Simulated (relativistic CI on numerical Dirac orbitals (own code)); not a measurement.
# Cr5+: 3s photoemission

Computed with this model: Dirac-Coulomb-Breit CI, separate exchange-only KLI orbitals for each configuration, QED by a radiative potential, valence Slater integrals scaled by 0.8, multiplet model of photoemission in the sudden approximation; configurations [Ar] 3d → [Ne] 3s 3p6 3d; 300 K; Lorentzian 1.05 eV and Gaussian 0.6 eV FWHM. Energies are those of the free ion, without screening or charge transfer. The energies are binding energies and can lie tens of eV above those of solids. Without intra-shell correlation the exchange splitting of an s hole comes out too large, often by half or more. S is read from ⟨S²⟩ = S(S + 1).

Computed curve for free ion, scaled to 100 at the maximum (points under 2 are left out and the grid is thinned):

| Energy (eV) | Intensity |
| --- | --- |
| 167.8 | 2.2 |
| 168.0 | 2.4 |
| 168.2 | 2.6 |
| 168.4 | 2.9 |
| 168.6 | 3.3 |
| 168.8 | 3.7 |
| 169.0 | 4.3 |
| 169.2 | 4.9 |
| 169.4 | 5.7 |
| 169.6 | 6.8 |
| 169.8 | 8.1 |
| 170.0 | 9.9 |
| 170.2 | 12.4 |
| 170.4 | 15.9 |
| 170.6 | 20.9 |
| 170.8 | 28.5 |
| 171.0 | 39.8 |
| 171.2 | 55.8 |
| 171.4 | 75.1 |
| 171.6 | 92.6 |
| 171.8 | 100.0 |
| 172.0 | 93.3 |
| 172.2 | 76.3 |
| 172.4 | 57.0 |
| 172.6 | 40.9 |
| 172.8 | 29.6 |
| 173.0 | 22.0 |
| 173.2 | 17.1 |
| 173.4 | 13.8 |
| 173.6 | 11.6 |
| 173.8 | 10.1 |
| 174.0 | 9.2 |
| 174.2 | 8.8 |
| 174.4 | 8.9 |
| 174.6 | 9.5 |
| 174.8 | 10.8 |
| 175.0 | 13.1 |
| 175.2 | 16.8 |
| 175.4 | 22.0 |
| 175.6 | 27.9 |
| 175.8 | 32.5 |
| 176.0 | 33.1 |
| 176.2 | 29.5 |
| 176.4 | 23.4 |
| 176.6 | 17.3 |
| 176.8 | 12.6 |
| 177.0 | 9.3 |
| 177.2 | 7.1 |
| 177.4 | 5.6 |
| 177.6 | 4.5 |
| 177.8 | 3.8 |
| 178.0 | 3.2 |
| 178.2 | 2.8 |
| 178.4 | 2.4 |
| 178.6 | 2.1 |

The ground state has S = 0.50, and the centroid lies at 172.80 eV.
